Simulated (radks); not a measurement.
Valence configurations of the indium ion In+ (all share [Kr]). All-electron calculation, Dirac Kohn-Sham, BLYP, spin-unpolarised, spherical densities, finite nucleus; open shells fill j = l - 1/2 first; Fermi nuclear charge, rms radius 4.6156 fm. Program: a radial shooting solver on a logarithmic mesh with Libxc functionals. Energies are relative to 4d10 5s2; eigenvalues in eV.

| valence | E (eV) | e(4d3/2) | e(4d5/2) | e(5p1/2) | e(5p3/2) | e(5s1/2) |
|---|---|---|---|---|---|---|
| 4d10 5s2 | 0.000 | -26.403 | -25.538 | - | - | -14.951 |
| 4d8 5s2 5p2 | 41.758 | -37.857 | -36.889 | -11.840 | - | -19.349 |
| 4d8 5s1 5p3 | 50.004 | -39.227 | -38.255 | -12.490 | -11.822 | -20.166 |
| 4d10 5p2 | 12.713 | -29.117 | -28.244 | -10.100 | - | - |
| 4d9 5s1 5p2 | 25.752 | -33.413 | -32.493 | -10.969 | - | -17.996 |
| 4d9.5 5s2 5p0.5 | 8.889 | -29.287 | -28.397 | -9.596 | - | -16.119 |
| 4d6 5s2 5p4 | 102.04 | -49.633 | -48.560 | -14.794 | -13.935 | -23.513 |
| 4d9 5s2 5p1 | 18.805 | -32.155 | -31.239 | -10.371 | - | -17.236 |
| 4d6 5s1 5p5 | 111.70 | -50.839 | -49.762 | -15.356 | -14.469 | -24.204 |
| 4d6.5 5s0.5 5p5 | 99.333 | -48.541 | -47.489 | -14.937 | -14.090 | -23.571 |

NIST lists [Kr] 4d10 5s2 as the ground configuration; this level of theory agrees among the configurations tried. The energies are those of spherical spin-averaged densities, not of single terms.
